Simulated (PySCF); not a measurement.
Input of a run (PBE0-D3(BJ)/def2-SVP geometry optimisation, gas phase (PySCF 2.14.0)), started from GFN2-xTB:
```
{"job": {"xc": "PBE0", "basis": "def2-SVP", "d3": "d3bj", "grid": 1, "kind": "geom"}, "charge": 0, "multiplicity": 1}
C     -1.118420    -1.211040     0.139080
O     -1.033710     0.196770     0.190510
C     -2.281840     0.845450     0.257670
Al     0.468360     1.364560     0.123450
O      1.738050     0.244070     0.160320
Si     2.994400    -0.775530     0.213010
H     -1.625950    -1.599220     1.027010
H     -1.651490    -1.534570    -0.759980
H     -0.095560    -1.580030     0.111960
H     -2.066910     1.912430     0.295320
H     -2.824980     0.548460     1.159200
H     -2.885380     0.621230    -0.625960
H      0.172620     2.059760    -1.237180
H      0.208920     2.163860     1.434350
H      3.388990    -0.938310     1.613990
H      2.525050    -2.064930    -0.323350
H      4.073850    -0.228900    -0.605940
```

Output (energies in Eh, forces in Eh/bohr):
```
step   0  E = -764.43547915  max force = 0.014975
step   1  E = -764.44165013  max force = 0.007268
step   2  E = -764.44212548  max force = 0.008409
step   3  E = -764.44248741  max force = 0.002961
step   4  E = -764.44258952  max force = 0.002032
step   5  E = -764.44267619  max force = 0.001713
step   6  E = -764.44278566  max force = 0.003111
step   7  E = -764.44290111  max force = 0.003309
step   8  E = -764.44302239  max force = 0.002510
step   9  E = -764.44310137  max force = 0.001367
step  10  E = -764.44314017  max force = 0.000573
step  11  E = -764.44317614  max force = 0.000890
step  12  E = -764.44321419  max force = 0.001303
step  13  E = -764.44326973  max force = 0.001395
step  14  E = -764.44332602  max force = 0.001017
step  15  E = -764.44336964  max force = 0.000893
step  16  E = -764.44341115  max force = 0.001104
step  17  E = -764.44344740  max force = 0.001192
step  18  E = -764.44347170  max force = 0.000604
step  19  E = -764.44348055  max force = 0.000257
optimisation converged
```

Problem. Summarise the run.

Solution. The energy falls by 0.218 eV over 20 energy and gradient evaluations, the largest force component goes from 0.0150 to 2.6e-04 Eh/bohr, and the atoms move by 0.445 Å rms after alignment. The bond that changes most is O2–Al4 (ends: oxygen bonded to Al and 2 C; aluminium bonded to 2 O and 2 H), which lengthens by 0.080 Å. Bonds longer at the end by more than 0.005 Å: 16 of 16; shorter: 0. Among the angles that change most is Al4–O5–Si6, from 177.6° to 163.5°. Among the dihedrals that turn most is C1–O2–Al4–H13, from 114° to 78°. The energy never rose by more than 1e-6 Eh on the way. The first step brought 77 % of the lowering.

Problem. What are the final bond lengths?

Solution. C1–O2 1.420 Å, O2–C3 1.417 Å, O2–Al4 1.984 Å, Al4–O5 1.734 Å, O5–Si6 1.635 Å, C1–H7 1.101 Å, C1–H8 1.102 Å, C1–H9 1.096 Å, C3–H10 1.098 Å, C3–H11 1.101 Å, C3–H12 1.102 Å, Al4–H13 1.600 Å, Al4–H14 1.597 Å, Si6–H15 1.498 Å, Si6–H16 1.500 Å, Si6–H17 1.498 Å. Numbering counts from 1 in the input's order; the species is `C[O+](C)[AlH2-][O][SiH3]`.

The run used 147 basis functions and 123 SCF cycles in all. Hardware: one thread of an Intel Xeon 6975P-C, no GPU, shared host with 192 logical CPUs at a one-minute load of 148. Cost: 3.1 min, 0.57 GiB resident at most.

Whether it is a minimum is left open (no frequencies). The numbers are those of one conformer.
